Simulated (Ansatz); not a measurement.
Start from `N[C](=S)[ZnH]` and change one atom or group to get `CC(N)=S`.

Ansatz, PBE0-D4/def2-TZVP geometries, multiplicity 1. Each molecule was computed in one conformer, which needn't be the lowest.

Scalar relativity is left out up to krypton.

```json
{"property": "HOMO–LUMO gap (ωB97M-V/def2-TZVPP) / eV", "`N[C](=S)[ZnH]`": "8.85"}
{"property": "HOMO energy (PBE/def2-TZVPP) / eV", "`N[C](=S)[ZnH]`": "-5.10"}
{"property": "HOMO energy (B3LYP/def2-TZVPP) / eV", "`N[C](=S)[ZnH]`": "-5.97"}
{"property": "HOMO energy (PBE0/def2-TZVPP) / eV", "`N[C](=S)[ZnH]`": "-6.17"}
{"property": "size of the dipole moment (B3LYP/def2-TZVPP) / D", "`N[C](=S)[ZnH]`": "3.99"}
{"property": "HOMO–LUMO gap (B3LYP/def2-TZVPP) / eV", "`N[C](=S)[ZnH]`": "4.41"}
```

Problem. What does the change do to each property? (An estimate is asked.)

Solution. Ansatz gave: 
```tsv
property	`CC(N)=S`	shift
HOMO–LUMO gap (ωB97M-V/def2-TZVPP) / eV	9.54	0.69
HOMO energy (PBE/def2-TZVPP) / eV	-4.82	0.28
HOMO energy (B3LYP/def2-TZVPP) / eV	-5.79	0.18
HOMO energy (PBE0/def2-TZVPP) / eV	-6.03	0.14
size of the dipole moment (B3LYP/def2-TZVPP) / D	4.45	0.46
HOMO–LUMO gap (B3LYP/def2-TZVPP) / eV	4.76	0.35
```

With PBE0 the HOMO rises by 0.14 eV and the LUMO rises by 0.53 eV, so the gap widens by about 0.39 eV. PBE moves the HOMO by 0.28 eV and ωB97M-V by 0.04 eV. The zero-point energy changes by 82.7 kJ/mol with +6 modes. Dipoles are sizes alone; their direction can turn.

B3LYP here is the variant with VWN-RPA as its local correlation; programs differ in this.
